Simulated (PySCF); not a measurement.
BClH4OSi, SMILES OB([SiH3])Cl.

The structure is a stationary point at B3LYP-D3(BJ)/def2-SVP. The values are those of a single conformer.

Calculation: TDA-B3LYP/def2-SVPD run with PySCF 2.14.0.

Vertical excitations. The molecule is in vacuum. State labels are in the subgroup Cs.

Computed UV-visible absorptions:
| state | symmetry | energy (eV) | λ (nm) | f | main pairs |
|---|---|---|---|---|---|
| S1 | A" | 5.86 | 212 | 0.011 | HOMO→LUMO 97 % |
| S2 | A" | 6.73 | 184 | 0.008 | HOMO−1→LUMO 82 %, HOMO−4→LUMO 15 % |
| S3 | A' | 7.08 | 175 | 0.110 | HOMO→LUMO+1 53 %, HOMO−2→LUMO 42 % |
| S4 | A" | 7.19 | 173 | 0.009 | HOMO−4→LUMO 84 %, HOMO−1→LUMO 14 % |
| S5 | A' | 7.24 | 171 | 0.018 | HOMO−2→LUMO 48 %, HOMO→LUMO+1 41 % |
| S6 | A' | 7.52 | 165 | 0.103 | HOMO−3→LUMO 83 % |
| S7 | A' | 7.95 | 156 | 0.047 | HOMO−1→LUMO+1 50 %, HOMO→LUMO+2 33 % |
| S8 | A" | 8.03 | 154 | 0.001 | HOMO−2→LUMO+1 90 % |
| S9 | A' | 8.15 | 152 | 0.029 | HOMO→LUMO+3 49 %, HOMO→LUMO+2 36 % |
| S10 | A' | 8.19 | 151 | 0.146 | HOMO−1→LUMO+1 37 %, HOMO→LUMO+3 32 %, HOMO→LUMO+2 15 % |
| T1 | A" | 4.94 | 251 | 0 | HOMO→LUMO 95 % |
| T2 | A' | 6.32 | 196 | 0 | HOMO−2→LUMO 87 % |
| T3 | A" | 6.41 | 193 | 0 | HOMO−1→LUMO 88 % |
| T4 | A' | 6.71 | 185 | 0 | HOMO−3→LUMO 83 % |
Triplets are in the Tamm–Dancoff approximation.
